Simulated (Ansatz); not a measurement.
`O[SiH2][SiH2][ZnH]` → `O[SiH2][Zn][SiH3]`  (isomerisation)

Program: Ansatz. Geometries: PBE0-D4/def2-TZVP. ΔE: electronic, gas phase. CCSD(T)/CBS is the MP2 limit (def2-TZVPP, def2-QZVPP) plus CCSD(T) − MP2 in def2-TZVPP, frozen cores. Functionals use def2-TZVPP. B3LYP here is the variant with VWN-RPA as its local correlation; programs differ in this. For Zn outer-core shells are correlated without core-valence functions, which leaves a few kJ/mol of doubt a bond. Scalar relativity is left out up to krypton. Each species was taken in one conformer, which may not be the lowest.

```json
{"level": "PBE-D4", "ΔE (kcal/mol)": "-0.9", "difference from CCSD(T)/CBS": "0.8"}
{"level": "r2SCAN-D4", "ΔE (kcal/mol)": "-0.7", "difference from CCSD(T)/CBS": "1.0"}
{"level": "PBE0-D4", "ΔE (kcal/mol)": "-0.8", "difference from CCSD(T)/CBS": "0.9"}
{"level": "B3LYP-D4", "ΔE (kcal/mol)": "-1.6", "difference from CCSD(T)/CBS": "0.1"}
{"level": "ωB97X-V", "ΔE (kcal/mol)": "-1.1", "difference from CCSD(T)/CBS": "0.6"}
{"level": "ωB97M-V", "ΔE (kcal/mol)": "-2.0", "difference from CCSD(T)/CBS": "-0.3"}
{"level": "B2PLYP", "ΔE (kcal/mol)": "-2.1", "difference from CCSD(T)/CBS": "-0.4"}
{"level": "PBE", "ΔE (kcal/mol)": "-1.8", "difference from CCSD(T)/CBS": "-0.1"}
{"level": "r2SCAN", "ΔE (kcal/mol)": "-1.0", "difference from CCSD(T)/CBS": "0.7"}
{"level": "PBE0", "ΔE (kcal/mol)": "-1.5", "difference from CCSD(T)/CBS": "0.2"}
{"level": "B3LYP", "ΔE (kcal/mol)": "-3.0", "difference from CCSD(T)/CBS": "-1.3"}
{"level": "HF/def2-TZVPP", "ΔE (kcal/mol)": "-2.7", "difference from CCSD(T)/CBS": "-1.0"}
{"level": "MP2/def2-TZVPP", "ΔE (kcal/mol)": "-0.6", "difference from CCSD(T)/CBS": "1.1"}
{"level": "SCS-MP2/def2-TZVPP", "ΔE (kcal/mol)": "-1.1", "difference from CCSD(T)/CBS": "0.6"}
{"level": "CCSD/def2-TZVPP", "ΔE (kcal/mol)": "-1.0", "difference from CCSD(T)/CBS": "0.7"}
{"level": "CCSD(T)/def2-TZVPP", "ΔE (kcal/mol)": "-0.6", "difference from CCSD(T)/CBS": "1.1"}
{"level": "HF/def2-QZVPP", "ΔE (kcal/mol)": "-2.7", "difference from CCSD(T)/CBS": "-1.0"}
{"level": "MP2/def2-QZVPP", "ΔE (kcal/mol)": "-1.2", "difference from CCSD(T)/CBS": "0.5"}
{"level": "SCS-MP2/def2-QZVPP", "ΔE (kcal/mol)": "-1.7", "difference from CCSD(T)/CBS": "0.0"}
{"level": "HF/CBS(def2)", "ΔE (kcal/mol)": "-2.6", "difference from CCSD(T)/CBS": "-0.9"}
{"level": "MP2/CBS(def2)", "ΔE (kcal/mol)": "-1.6", "difference from CCSD(T)/CBS": "0.1"}
{"level": "CCSD/CBS(def2)", "ΔE (kcal/mol)": "-2.0", "difference from CCSD(T)/CBS": "-0.3"}
{"level": "CCSD(T)/CBS", "ΔE (kcal/mol)": "-1.7", "difference from CCSD(T)/CBS": "0"}
```

Largest T1 diagnostic among the species: 0.014.

In def2-TZVPP, CCSD(T) changes the Hartree–Fock value by +2.0 kcal/mol (the triples alone add +0.4 kcal/mol) and MP2 by +2.1 kcal/mol. The D4 term adds +1.4 kcal/mol with B3LYP and +0.8 kcal/mol with PBE0; it sums over pairs of atoms, weighted by their polarisabilities, and B3LYP, whose exchange is more repulsive, gets the larger term.
